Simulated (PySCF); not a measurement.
**Worked example: oscillator strength and radiative lifetime**

Te(OH)(SH) (H2OSTe), SMILES O[Te]S.

Geometry: B3LYP-D3(BJ)/def2-TZVP. The def2 effective core potentials stand for the cores of Te; spin–orbit coupling is left out. Other conformers were not sampled.

TDA-ωB97X/def2-SVPD (PySCF) puts the first singlet state with f over 0.02 at 5.91 eV (vertical), with the transition dipole (0.036, -0.190, -0.808) in atomic units.

### Question
Find the oscillator strength, the wavelength and the radiative lifetime that this transition would have in vacuum if emission retraced absorption.

### Answer

|μ|² = 0.6903 au, so |μ| = 2.11 D. ΔE = 5.91/27.211 = 0.2172 hartree. f = (2/3) ΔE |μ|² = 0.100 (the program prints 0.100).
λ = 1239.84/5.91 = 210 nm; ν = 47667 cm⁻¹.
Einstein's coefficient A = 0.6670 ν² f s⁻¹ (ν in cm⁻¹) = 1.5e8 s⁻¹, so τ = 1/A = 6.6 ns. This state is S6; the lower singlets have f = 0.002, 0.002, 0.006, 0.002, 0.020. The figure is the radiative limit of this one transition; relaxation, internal conversion, crossing to triplets and a medium change what is measured.
